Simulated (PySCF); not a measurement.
Structure problem from calculated spectra and properties.

Formula: C4H8F2O2Si.

| Item | Value |
| --- | --- |
| UV, first state | lowest singlet excitation: 7.16 eV (173 nm, f = 0.001) [TDDFT CAM-B3LYP/def2-SVPD] |
| Polarisability | 76.5 au [CAM-B3LYP/def2-SVPD] |
| NMR, other nuclei | isotropic shieldings of nuclei other than C and H, by class: 274 (2 O), 413 (2 F), 365 (1 Si) ppm [GIAO KT3/pcSseg-1] |
| Rotational structure | rotational constants A, B, C: 1.833, 1.185, 0.903 GHz [PBE0-D3(BJ)/def2-SVP] |
| 13C NMR | chemical shifts (computed TMS as zero) by class: 85.2 (2 C), 76.1 (2 C) ppm [GIAO KT3/pcSseg-1] |
| Valence photoelectron | vertical ionisation energy: 10.57 eV [ΔSCF CAM-B3LYP/def2-SVPD] |
| Triplet | lowest triplet excitation (Tamm–Dancoff): 6.75 eV [TDA CAM-B3LYP/def2-SVPD] |

The electronic properties come from PySCF, for the isolated species, density fitting. Levels stand in brackets. Isolated species at its PBE0-D3(BJ)/def2-SVP geometry (one conformer only). Each NMR value is the plain mean over a class of atoms that symmetry, rotation or inversion makes alike.

**Question.** Propose a structure and show how it fits.

**Answer.** Numbering: `[F:1][CH2:2][C@@H:3]1[O:4][SiH2:5][O:6][C@H:7]1[CH2:8][F:9]`. Its formula, C4H8F2O2Si, gives 1 degree of unsaturation: 1 ring and 0 π bonds in the structure found. 4 carbons fall into 2 classes; from least to most shielded: sp3 C–F carbon [C2/C8] (85.2 ppm, 2 C, up to 6.2 ppm apart in this geometry), ring sp3 carbon bound to oxygen [C3/C7] (76.1 ppm, 2 C). The other shieldings belong to: 274 ppm, silyl ether oxygen [O4/O6]; 413 ppm, alkyl fluorine [F1/F9]; 365 ppm, oxygen-bound silicon [Si5]. The first electron is taken from the HOMO, whose largest Löwdin shares are 0.44 on a silyl ether oxygen, 0.11 on an sp3 carbon bound to oxygen, 0.09 on the oxygen-bound silicon and 0.09 on an sp3 C–F carbon. The optimised geometry has point group C1 and is an asymmetric top. Structure: `FC[C@@H]1O[SiH2]O[C@H]1CF`. Computed isomers that give other values at the same levels: `FC(F)O[C@H]1CC[SiH2]O1` (13C chemical shifts (computed TMS as zero) by class: 117.8 (1 C), 99.6 (1 C), 35.0 (1 C), 6.7 (1 C) ppm); `FC(F)C1CO[SiH2]OC1` (13C chemical shifts (computed TMS as zero) by class: 117.1 (1 C), 65.9 (2 C), 46.3 (1 C) ppm); `FC(F)[C@H]1CCO[SiH2]O1` (13C chemical shifts (computed TMS as zero) by class: 118.7 (1 C), 73.1 (1 C), 65.0 (1 C), 31.7 (1 C) ppm). The assignments are read from this structure; whether some other isomer fits the data as well wasn't checked. The mirror image fits equally.
